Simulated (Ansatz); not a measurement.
System: sum formula SiN3H6Cl, charge 0, multiplicity 1. 
Coordinates optimised at B3LYP-D3(BJ)/def2-TZVP (Ansatz, a quantum-chemistry and plane-wave program):
```
Si
N 1 1.7001
H 2 1.0071 1 120.27
H 2 1.0071 3 112.31 1 -150.51
N 1 1.7082 2 105.36 3 171.82
H 5 1.0063 1 120.97 2 154.56
H 5 1.0074 6 112.33 1 -153.35
N 1 1.7082 2 105.36 3 40.01
H 8 1.0063 1 120.97 2 -154.56
H 8 1.0074 9 112.33 1 153.35
Cl 1 2.0877 2 118.17 3 -74.08
```
Charge 0, spin multiplicity 1.

Atomisation energy built up term by term with Ansatz (kcal/mol; UHF references for open shells; valence terms freeze the core; atomic spin-orbit terms are left out). CBS marks a two-point X^-3 extrapolation of the correlation energy; Hartree-Fock from the larger set.

```tsv
term	basis	kcal/mol
Hartree-Fock	aug-cc-pV(Q+d)Z	640.52
CCSD correlation	CBS(aug-cc-pV(T+d)Z,aug-cc-pV(Q+d)Z)	[?]
(T)	CBS(aug-cc-pV(T+d)Z,aug-cc-pV(Q+d)Z)	[?]
core correlation	cc-pwCVTZ	2.48
scalar relativity (X2C)	cc-pVTZ-DK against cc-pVTZ	-1.97
sum: De		[?]
```

Fill in the missing entries.


- CCSD correlation, kcal/mol: 283.34
- (T), kcal/mol: 17.40
- sum: De, kcal/mol: 941.8
